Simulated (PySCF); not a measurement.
**Working with the constants of RbH**

RHF-CCSD(T) constants of RbH, ¹Σ⁺ (singlet), closed shell (PySCF, scalar-relativistic core potentials, basis sets Rb def2-TZVP with ECP28, H def2-TZVP; masses 84.9118 and 1.0078 u):

* ωe: 895.1 cm⁻¹
* ωexe: 18.0 cm⁻¹
* Be: 2.865 cm⁻¹
* αe: 0.0852 cm⁻¹
* D (centrifugal): 0.000117 cm⁻¹
* De to Rb + H: 1.39 eV

Q: Give the vibrational terms G(v) and spacings up to v = 6.

A: G(v) = ωe(v+½) − ωexe(v+½)².

| v | G(v) (cm⁻¹) | G(v) − G(v−1) | Bv (cm⁻¹) |
| --- | --- | --- | --- |
| 0 | 443 |  | 2.822 |
| 1 | 1302 | 859 | 2.737 |
| 2 | 2125 | 823 | 2.652 |
| 3 | 2912 | 787 | 2.567 |
| 4 | 3663 | 751 | 2.482 |
| 5 | 4379 | 715 | 2.396 |
| 6 | 5058 | 679 | 2.311 |

Q: How well does the Morse estimate ωe²/(4ωexe) reproduce De, and what is D0?

A: It gives 1.38 eV, 99 % of the computed De. D0 = De − G(0) = 1.39 − 0.05 = 1.34 eV.

Measured values (Huber and Herzberg, Constants of Diatomic Molecules (1979)): ωe = 936.94 cm⁻¹, ωexe = 14.21 cm⁻¹, Be = 3.02 cm⁻¹, αe = 0.072 cm⁻¹.

Correlated steps freeze no core orbitals. Where the molecule has an RHF reference, its open-shell atoms are computed with UHF. The CCSD T1 diagnostic is raised, a sign that a single reference may not be enough here.
